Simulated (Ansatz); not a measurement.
System: sum formula Si₂N₂H₈, charge 0, multiplicity 1. SMILES: N[SiH2]N[SiH3]
Geometry from a B3LYP-D3(BJ)/def2-TZVP (Ansatz, an electronic-structure program) optimisation:
```xyz
12

N      2.2216     0.9187    -0.0011
Si     1.0984    -0.3576    -0.2317
N     -0.3869     0.0113     0.5648
Si    -2.0129    -0.1240    -0.0083
H      2.0493     1.8538    -0.3341
H      3.2059     0.7277     0.0922
H      1.7970    -1.5497     0.3087
H      0.6933    -0.6302    -1.6328
H     -0.2888     0.2867     1.5341
H     -1.9949    -0.0504    -1.4854
H     -2.8255     0.9869     0.5454
H     -2.6764    -1.3935     0.3853
```

Quantity: atomisation energy (electronic, to ground-state atoms), in kcal/mol. Correlated levels leave the core frozen unless marked. Open shells are spin-unrestricted. No spin-orbit coupling. No relativistic terms. The coupled-cluster limit lacks core correlation, which all-electron functionals hold. Basis-set limits of correlation are two-point, X^-3; Hartree-Fock from the larger set.

| level | program | atomisation energy (kcal/mol) |
|---|---|---|
| r2SCAN-D3(BJ)/def2-TZVPD | Ansatz + dftd3 | 932.0 |
| PBE0-D3(BJ)/def2-TZVP | Ansatz + dftd3 | 926.8 |
| PBE0/def2-QZVPP | Ansatz | [?] |
| r2SCANh/def2-TZVPD | Ansatz | 926.1 |
| LC-wPBE-D4/def2-TZVPD | Ansatz + dftd4 | 935.0 |
| B2PLYP-D3(BJ)/def2-TZVPD | Ansatz + dftd3 | [?] |
| PBE-QIDH/def2-TZVPD | Ansatz | 918.8 |
| RPA@PBE/cc-pV(Q+d)Z | Ansatz | [?] |
| SCS-MP2/6-31G* | Ansatz | 814.9 |
| SCS-MP2/aug-cc-pV(T+d)Z | Ansatz | 932.6 |
| CCSD/STO-3G | Ansatz | 927.2 |
| CCSD/cc-pV(D+d)Z | Ansatz | [?] |
| CCSD(T)/CBS(aug-cc-pV(T+d)Z,aug-cc-pV(Q+d)Z) | Ansatz | 942.6 |

Q: Some entries are withheld; supply them.

A: 
- PBE0/def2-QZVPP, atomisation energy (kcal/mol): 925.3
- B2PLYP-D3(BJ)/def2-TZVPD, atomisation energy (kcal/mol): 930.5
- RPA@PBE/cc-pV(Q+d)Z, atomisation energy (kcal/mol): 902.9
- CCSD/cc-pV(D+d)Z, atomisation energy (kcal/mol): 839.0
